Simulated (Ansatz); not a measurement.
Born–Oppenheimer molecular dynamics of ClF₂H₂HfN (7 atoms, charge 0, multiplicity 1). It starts from a relaxed structure.

Computed with RHF/def2-SVP (Ansatz).

```yaml
ensemble: NVT, Nosé–Hoover chain
time_step: 0.25 fs
steps_asked: 300
set_temperature: 1000 K
thermostat: time constant 100 fs, chain length 3 (defaults)
seed: 487957
```

First frame:

```xyz
7
Properties=species:S:1:pos:R:3
Hf 0.017 0.013 0.037
N -0.010 0.000 2.059
H -0.135 -0.811 2.642
H 0.110 0.801 2.657
Cl 2.245 -0.267 -0.798
F -0.652 1.718 -0.521
F -1.065 -1.456 -0.542
```

Question: What does the run give?

Answer: The run went to its last step.

```yaml
steps_done: 300
time_covered: 75 fs
mean_temperature_over_the_second_half: 347 K
spread_of_the_potential_energy_over_the_second_half: 11.7 meV per atom
mean_potential_energy_of_the_second_half_above_the_start: 65.2 meV per atom
```

The conserved energy stayed within 0.15 meV per atom of its start (net change 0.04 meV per atom), so the integration is sound. The mean temperature of the second half is 65 % below the set value. A run of 0.075 ps of so small a system gives no equilibrium averages.

Question: What happens to the structure?

Answer: The same pairs are bonded in the first frame and the last. Pairs count as bonded within 1.25 times the sum of covalent radii (0.12 Å more for H–H). The details hang on the random start.

Question: How do temperature and energy run in time?

Answer: 
```
time (fs)  T (K)  potential energy less start (eV)  conserved less start (meV/atom)
        0   1000                             0.000                             0.00
     3.75    925                             0.048                             0.00
      7.5    682                             0.206                             0.08
    11.25    548                             0.294                             0.12
       15    462                             0.350                             0.12
    18.75    573                             0.280                             0.07
     22.5    645                             0.235                             0.05
    26.25    677                             0.216                             0.01
       30    574                             0.285                             0.01
    33.75    312                             0.458                             0.09
     37.5    149                             0.565                             0.14
    41.25    160                             0.560                             0.11
       45    343                             0.444                             0.04
    48.75    445                             0.382                             0.04
     52.5    420                             0.403                             0.04
    56.25    301                             0.485                             0.05
       60    167                             0.576                             0.11
    63.75    196                             0.561                             0.12
     67.5    359                             0.461                             0.09
    71.25    612                             0.307                             0.03
       75    769                             0.219                             0.04
```

Time of the run: 13 min on 1 thread of Arm Neoverse V1, with other jobs on the host, peak memory 0.2 GiB.
